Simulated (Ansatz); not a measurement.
C₆H₁₄Cl₂HfO₂, SMILES `CC(C)[O][Hf]([Cl])([Cl])[O]C(C)C`, relaxed with RKS PBE0-D4/def2-TZVP in Ansatz from a PBE-D4/def2-SVP geometry. The force threshold is 0.005 eV/Å; the program also tests the step.

Charge 0, multiplicity 1. Hf: def2 effective core potential.

Start:

```xyz
25

C    -0.554    0.240    2.255
C     0.809    0.899    2.044
C     0.948    2.233    2.779
O     1.031    1.102    0.659
Hf    1.024    1.362   -1.234
Cl    3.273    1.612   -1.985
Cl   -0.334    3.257   -1.726
O     0.249   -0.177   -2.069
C    -0.393   -1.419   -2.302
C     0.153   -2.476   -1.341
C    -1.907   -1.240   -2.192
H    -0.729    0.032    3.330
H    -0.616   -0.721    1.704
H    -1.365    0.905    1.892
H     1.606    0.205    2.404
H     0.168    2.946    2.438
H     1.942    2.683    2.583
H     0.841    2.093    3.873
H    -0.142   -1.721   -3.346
H    -0.091   -2.209   -0.292
H     1.255   -2.558   -1.433
H    -0.287   -3.470   -1.557
H    -2.434   -2.185   -2.436
H    -2.187   -0.941   -1.160
H    -2.260   -0.455   -2.889
```

```
step  energy (eV)  largest force (eV/Å)  largest move (Å)
   1  -36889.8833                 0.553             0.000
   2  -36889.9784                 0.232             0.049
   3  -36889.9883                 0.039             0.015
   4  -36889.9886                 0.020             0.007
   5  -36889.9892                 0.027             0.030
   6  -36889.9897                 0.033             0.038
   7  -36889.9900                 0.045             0.064
   8  -36889.9903                 0.031             0.023
   9  -36889.9904                 0.016             0.026
  10  -36889.9906                 0.010             0.015
  11  -36889.9907                 0.012             0.022
  13  -36889.9909                 0.014             0.039
  15  -36889.9914                 0.033             0.044
  17  -36889.9919                 0.045             0.019
  19  -36889.9929                 0.013             0.039
  21  -36889.9935                 0.025             0.020
  23  -36889.9942                 0.034             0.085
  25  -36889.9949                 0.038             0.066
  27  -36889.9957                 0.020             0.054
  29  -36889.9961                 0.020             0.026
  31  -36889.9963                 0.014             0.036
  33  -36889.9964                 0.009             0.021
  35  -36889.9965                 0.012             0.025
  37  -36889.9965                 0.004             0.008
```

End:

```xyz
25

C    -0.260   -0.001    2.227
C     0.820    1.048    2.062
C     0.409    2.398    2.614
O     1.149    1.181    0.702
Hf    1.333    1.202   -1.180
Cl    3.611    0.864   -1.732
Cl    0.517    3.271   -1.993
O     0.304   -0.197   -1.928
C    -0.515   -1.295   -2.245
C     0.101   -2.564   -1.691
C    -1.916   -1.051   -1.723
H    -0.488   -0.156    3.284
H     0.061   -0.955    1.803
H    -1.176    0.315    1.721
H     1.728    0.711    2.580
H    -0.489    2.758    2.106
H     1.205    3.131    2.467
H     0.198    2.326    3.683
H    -0.548   -1.363   -3.340
H     0.139   -2.521   -0.599
H     1.116   -2.695   -2.069
H    -0.491   -3.435   -1.980
H    -2.581   -1.867   -2.016
H    -1.908   -0.989   -0.632
H    -2.318   -0.118   -2.122
```

It took 61 s on 11 threads of an AMD EPYC 7R13 on a shared host and a whole NVIDIA H100 80 GB, with 1.2 GiB of host memory at the peak.
